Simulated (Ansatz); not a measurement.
CH₆AlBOSi, SMILES `C[SiH2][B]1[O][AlH]1`, relaxed with RKS PBE0-D4/def2-TZVP in Ansatz from a PBE-D4/def2-SVP geometry. The force threshold is 0.005 eV/Å; the program also tests the step.

The species carries charge 0 and has multiplicity 1.

Start:

```xyz
11

C     1.874   -0.047    0.438
Si    0.445    1.089   -0.065
B    -1.206   -0.019   -0.433
O    -2.232   -0.204   -1.221
Al   -2.473   -1.583    0.136
H     2.166   -0.708   -0.403
H     2.760    0.548    0.735
H     1.573   -0.685    1.293
H     0.831    1.944   -1.248
H     0.083    2.008    1.076
H    -3.820   -2.343   -0.308
```

| step | energy (eV) | largest force (eV/Å) | largest move (Å) |
| --- | --- | --- | --- |
| 1 | -18324.2092 | 0.843 | 0.000 |
| 2 | -18324.2484 | 0.345 | 0.025 |
| 3 | -18324.2642 | 0.252 | 0.026 |
| 4 | -18324.2701 | 0.122 | 0.031 |
| 5 | -18324.2729 | 0.072 | 0.042 |
| 6 | -18324.2737 | 0.028 | 0.014 |
| 7 | -18324.2741 | 0.027 | 0.025 |
| 8 | -18324.2742 | 0.008 | 0.013 |
| 9 | -18324.2742 | 0.003 | 0.007 |

End:

```xyz
11

C     1.887   -0.029    0.437
Si    0.447    1.069   -0.047
B    -1.188   -0.062   -0.369
O    -2.190   -0.216   -1.205
Al   -2.542   -1.531    0.040
H     2.164   -0.691   -0.386
H     2.761    0.570    0.700
H     1.620   -0.648    1.296
H     0.797    1.900   -1.236
H     0.101    1.990    1.073
H    -3.855   -2.353   -0.304
```

Run time 54 s (4 threads of an Arm Neoverse N1 on a shared host); peak host memory 0.54 GiB.
